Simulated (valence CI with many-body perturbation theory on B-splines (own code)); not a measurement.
Tc XXXIX: E2, E3, M1, M2 decay

Computed by valence CI with perturbative core correlation (CI+MBPT): three valence electrons over a frozen Dirac-Fock core [He], a basis of 11 s, 11 p, 10 d, 8 f, 5 g, 2 h functions for each j, with the one-electron correlation potential Σ1 (screened to all orders), the two-electron term Σ2, the three-electron term Σ3, Breit, model QED; selected single and double excitations, second order for the rest, scaled by the run's own slope (own B-spline code, finite nucleus).

No measured spectrum was set against this ion. As an estimate, large intervals hold to a few tenths of a per cent, small ones and those within an open d or f shell to about a per cent.

Lines 1 to 24 of 24 in falling wavelength, among levels below 4536.4 eV, chosen from the decays that carry over 1 % of a level's rate. Wavelengths and rates use the calculated energies. Electric multipoles are in the length gauge, E1 and E2 with the static RPA response of the core. Weak lines are less certain than strong ones. Lines between different terms over intervals too small for the method are left out, as are lines whose strength nearly cancels.

Levels are named by their leading jj configuration (3d3/2^4 stands for four electrons in 3d with j = 3/2), which in mixed levels can hold well under half, so a name can repeat and another be missing. Letters in brackets count levels of one name in rising energy.

```tsv
λ vac (nm)	Upper	Lower	Type	A (s⁻¹)	Branch %
12.47	(2s 2p1/2 2p3/2) J=3/2 [a]	(2s 2p1/2^2) J=1/2	M1	8.11e+06	1.8
9.364	(2s^2 2p3/2) J=3/2	(2s^2 2p1/2) J=1/2	M1	1.08e+07	94.3
0.4154	(2s 2p3/2 3p3/2) J=7/2	(2s 2p3/2^2) J=3/2	E2	1.49e+09	1.2
0.4094	(2s^2 3p1/2) J=1/2	(2s^2 2p3/2) J=3/2	E2	1.05e+11	8.5
0.4076	(2s 2p3/2 3p3/2) J=7/2	(2s 2p3/2^2) J=5/2	E2	2.65e+10	21.5
0.4054	(2s 2p1/2 3p3/2) J=5/2	(2s 2p1/2 2p3/2) J=5/2	E2	2.98e+10	1.2
0.4046	(2s^2 3p3/2) J=3/2	(2s^2 2p3/2) J=3/2	E2	4.39e+10	1.0
0.4022	(2s 2p3/2 3d5/2) J=9/2	(2s 2p3/2^2) J=5/2	M2	1.00e+09	33.2
0.4022	(2s 2p3/2 3d5/2) J=9/2	(2s 2p3/2^2) J=5/2	E3	3.85e+07	1.3
0.3912	(2s 2p3/2 3p3/2) J=7/2	(2s 2p1/2 2p3/2) J=5/2	E2	3.59e+10	29.1
0.3897	(2s 2p1/2 3p3/2) J=5/2	(2s 2p1/2^2) J=1/2	E2	5.72e+10	2.3
0.3882	(2s 2p3/2 3p3/2) J=7/2	(2s 2p1/2 2p3/2) J=3/2 [a]	E2	4.26e+10	34.5
0.3878	(2s^2 3p3/2) J=3/2	(2s^2 2p1/2) J=1/2	E2	4.82e+10	1.1
0.3863	(2s 2p3/2 3d5/2) J=9/2	(2s 2p1/2 2p3/2) J=5/2	M2	1.06e+08	3.5
0.3863	(2s 2p3/2 3d5/2) J=9/2	(2s 2p1/2 2p3/2) J=5/2	E3	5.39e+07	1.8
0.3834	(2s 2p3/2 3d5/2) J=9/2	(2s 2p1/2 2p3/2) J=3/2 [a]	E3	7.88e+07	2.6
0.3750	(2p1/2 2p3/2 3d3/2) J=7/2	(2s 2p1/2 2p3/2) J=3/2 [b]	E2	6.62e+10	6.4
0.3705	(2p1/2 2p3/2 3d3/2) J=7/2	(2s 2p1/2 2p3/2) J=5/2	E2	1.51e+11	14.5
0.3694	(2p1/2 2p3/2 3d5/2) J=9/2	(2s 2p1/2 2p3/2) J=5/2	E2	2.75e+11	80.1
0.3694	(2p3/2^2 3d5/2) J=7/2	(2s 2p3/2^2) J=5/2	E2	2.15e+11	1.7
0.3692	(2p3/2^2 3d5/2) J=9/2	(2s 2p3/2^2) J=5/2	E2	2.76e+11	66.3
0.3689	(2p1/2 2p3/2 3d3/2) J=1/2 [a]	(2s 2p1/2 2p3/2) J=3/2 [a]	E2	2.42e+11	1.1
0.3683	(2p1/2 2p3/2 3d5/2) J=7/2 [a]	(2s 2p1/2 2p3/2) J=3/2 [a]	E2	2.38e+11	5.3
0.3679	(2p1/2 2p3/2 3d3/2) J=7/2	(2s 2p1/2 2p3/2) J=3/2 [a]	E2	3.42e+10	3.3
```
